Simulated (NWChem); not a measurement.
# SiH3O cation; SMILES [SiH2]=[OH+]

```xyz
5

O     -0.0699    -1.0436     0.0000
Si    -0.0048     0.5428     0.0000
H      0.6660    -1.6836     0.0000
H      1.2849     1.2527     0.0000
H     -1.3244     1.1801     0.0000
```
Atoms are numbered in this order, from 1.

All runs use the structure optimised with B3LYP/6-31G* (spherical d).

Symmetry labels are those of Cs in the frame above (b1 and b2, or b-type labels, depend on it).

Problem. List the 4 lowest vertical singlet excitations and the 4 lowest triplet ones from BHandHLYP/6-31+G* (spherical d), full TDDFT (NWChem).

Solution. 
```json
[
 {"state": "S1", "energy (eV)": "6.46", "oscillator strength": "0.000", "symmetry": "a\"", "leading excitation (squared amplitude)": "HOMO → LUMO (0.99)"},
 {"state": "S2", "energy (eV)": "8.07", "oscillator strength": "0.066", "symmetry": "a'", "leading excitation (squared amplitude)": "HOMO−1 → LUMO (0.91)"},
 {"state": "S3", "energy (eV)": "8.09", "oscillator strength": "0.003", "symmetry": "a\"", "leading excitation (squared amplitude)": "HOMO−2 → LUMO (0.99)"},
 {"state": "S4", "energy (eV)": "9.46", "oscillator strength": "0.052", "symmetry": "a'", "leading excitation (squared amplitude)": "HOMO → LUMO+1 (0.86)"},
 {"state": "T1", "energy (eV)": "5.92", "oscillator strength": "spin-forbidden", "symmetry": "a\"", "leading excitation (squared amplitude)": "HOMO → LUMO (0.98)"},
 {"state": "T2", "energy (eV)": "6.26", "oscillator strength": "spin-forbidden", "symmetry": "a'", "leading excitation (squared amplitude)": "HOMO−1 → LUMO (0.98)"},
 {"state": "T3", "energy (eV)": "7.48", "oscillator strength": "spin-forbidden", "symmetry": "a\"", "leading excitation (squared amplitude)": "HOMO−2 → LUMO (0.97)"},
 {"state": "T4", "energy (eV)": "7.98", "oscillator strength": "spin-forbidden", "symmetry": "a'", "leading excitation (squared amplitude)": "HOMO → LUMO+1 (0.56)"}
]
```
